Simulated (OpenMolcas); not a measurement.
# V2+: ligand-field states by method

V2+ with its 6 nearest fluoride ions at 2.1 Å, on the Mg site of KMgF3 (a = 3.973 Å, distance in the model lattice 1.986 Å). The rest of the host is ab initio model potentials to 7.6 Å, with orthogonalisation functions on the cations behind the ligands, and point charges beyond; the distance is set by hand and nothing relaxes. Ligand basis ANO-RCC-VDZP.

- Program: OpenMolcas 26.06
- Basis: ANO-RCC-VTZP [6s5p3d2f1g]
- Scalar Hamiltonian: DKH2, point nucleus
- Active space: 3 electrons in 5 orbitals (3d)
- State averaging: 2S+1 = 4 even, 10 roots; 2S+1 = 2 even, 40 roots
- Spin-orbit coupling: RASSI with atomic mean-field integrals over the reference wave functions

I. CASSCF
II. SS-CASPT2, IPEA 0.25 Eh, imaginary shift 0.1 Eh (closed shells correlated: 3s 3p and the ligand valence shells)

Spin-free states (labels of O, the rotations of Oh) in cm-1, each column counted from its own energy of the first state listed:

```
State  Degeneracy      I     II
  4A2           1      0      0
  4T2           3  10628  11560
   2E           2  16730  13220
  4T1           3  17457  17260
  2T1           3  17563  14020
  2T2           3  23285  18720
  2A1           1  24792  21590
  2T2           3  27883  25450
  2T1           3  28473  25690
  4T1           3  29049  26950
   2E           2  30244  26370
  2T1           3  33985  30350
  2T1           3  39262  38030
  2T2           3  39583  36860
  2A2           1  43603  37230
  2T2           3  44892  39060
   2E           2  46740  44070
  2T1           3  50362  45710
   2E           2  66389  57980
  2T2           3  69659  62380
```

From I to II, I's first state of the same spin (4T2) moves from 10628 to 11560 cm-1, by about +930 cm-1.

From I to II, I's first state of another spin (2E) moves from 16730 to 13220 cm-1, by about -3500 cm-1.

I: A least-squares ligand-field fit to the states below 45000 cm-1, each weighted by its degeneracy and with a free common offset, gives 10Dq = 11138 cm-1, B = 933 cm-1 and C = 3552 cm-1 (C/B = 3.81), with an rms deviation of 171 cm-1. The same method and metal basis give the free ion B = 959 cm-1 (fit to its terms below 60000 cm-1, rms deviation 74 cm-1), so the nephelauxetic ratio is β = 933 / 959 = 0.97; it hangs on how both fits weigh the states, and computed free-ion B values tend to be too large, so β mixes covalency with correlation.

χT at 300 K: I 1.85, II 1.86 cm3 K/mol.

Roots that are degenerate in the reference are averaged as groups; the widest CASPT2 spread within a group is 66 cm-1 (the 2-fold group of multiplicity 2 near 26400 cm-1 above the lowest state of its run, II). Shifts and gaps below about the spread of the groups concerned are not significant. Over all roots computed the reference weight is 0.74 to 0.75 in II; a low but even weight reflects the number of correlated electrons. Ligand-to-metal charge-transfer states are missing. With no ligand orbital active B as a rule stays too high, so bands that hang on it stand too high and its fall with covalency is understated. Without dynamic correlation the repulsion within the d shell is too large (B by tens of per cent), so at a given field states of lower spin stand too high (holds for I). With metal d orbitals alone and no dynamic correlation 10Dq can be off by a tenth to a fifth, either way, in oxide and fluoride hosts (holds for I). These CASPT2 states fit no ligand-field parameters well, so their order and spin gaps are uncertain (holds for II). With one d shell and no ligand orbital active, 10Dq can be off by tens of per cent for divalent 3d ions, low with halides held by bare charges and at times high in hosts (holds for II). Free-ion shares, where given, are those of the reference states; single-state CASPT2 does not remix them (holds for II). The distance lies 2 % over the 2.06 Å that this model takes as the normal distance (a Shannon-type radius plus a fixed donor radius, weighted with the host); by an R⁻⁵ law this alone changes a d-shell field by about -9 %. No measured value stands beside these numbers; the geometry was set by hand and not optimised.
